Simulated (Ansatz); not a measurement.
Frontier orbitals of CH$_{4}$ClFO$_{3}$W, SMILES `C[O][W](=[O])([OH])([F])[Cl]`.

Z-matrix (Å, degrees):
```
W
Cl 1 2.305
O 1 1.842 2 90.4
C 1 3.040 2 86.6 3 -17.2
O 1 1.905 2 136.3 3 -83.8
O 1 1.684 2 111.2 3 102.1
F 1 1.883 2 85.6 3 -158.4
H 1 2.483 2 131.6 3 -111.5
H 4 1.091 1 132.0 2 113.3
H 4 1.095 1 99.8 2 -14.6
H 4 1.094 1 94.0 2 -125.2
```

The species carries charge 0 and has multiplicity 1. Correlated methods include outer-core shells of W, which these sets cover unevenly. W takes the def2 core potential. The structure was optimised at the PBE0-D4/def2-TZVP level. It is one conformer, not always the lowest. Basis def2-TZVPP, Ansatz 0.2.0.

Orbital energies of one run (eV). Highest occupied ones, from the top: -8.54, -8.85, -8.97, -9.20, -9.39, -9.63, -10.29, -10.70, -11.18, -11.63, -11.94, -12.15, -12.34, -13.12. Empty: -3.53, -1.90, -1.77, -0.96, 0.15, 0.88.

**Question.** Which functional gave them?
A. PBE0
B. PBE
C. r2SCAN
D. r2SCANh

**Answer.** D. HOMO energies: r2SCANh -8.54, PBE0 -9.10, PBE -7.62, r2SCAN -7.99 eV.
